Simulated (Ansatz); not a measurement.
C2H5ClIn (`C[CH2][In][Cl]`) radical. Total charge 0; spin multiplicity 2. In: def2 effective core potential. The structure was optimised at the PBE0-D4/def2-TZVP level. It is one conformer, not always the lowest.

```xyz
9

C    -0.347   -0.346    0.846
C     0.025    0.881    0.048
In    1.346    0.293   -1.700
Cl    0.575   -1.816   -2.541
H     0.519   -0.797    1.336
H    -1.062   -0.084    1.635
H    -0.811   -1.114    0.224
H    -0.822    1.349   -0.458
H     0.578    1.634    0.608
```

(1) What is the dipole moment at ωB97M-V/def2-TZVPP? (An estimate is asked.)

(2) And with PBE, r2SCAN, B3LYP? (Estimate.)

(3) Give the Mulliken charges with ωB97M-V, r2SCAN, B3LYP in def2-TZVPP. (Estimate.)

## Answers

(1) Ansatz gave: 3.69 D, with components (0.45, 3.07, 2.00) D in this frame, pointing from negative to positive charge.

(2) Ansatz gave: PBE 3.57 D, r2SCAN 3.73 D, B3LYP 3.76 D.

(3) The calculation gave: 
```
atom  ωB97M-V  r2SCAN  B3LYP
  C1    -0.30   -0.13  -0.24
  C2    -0.42   -0.28  -0.34
 In3     0.51    0.50   0.51
 Cl4    -0.42   -0.45  -0.44
  H5     0.11    0.05   0.08
  H6     0.11    0.05   0.09
  H7     0.12    0.07   0.11
  H8     0.14    0.09   0.11
  H9     0.15    0.09   0.12
```

B3LYP here is the variant with VWN-RPA as its local correlation; programs differ in this.
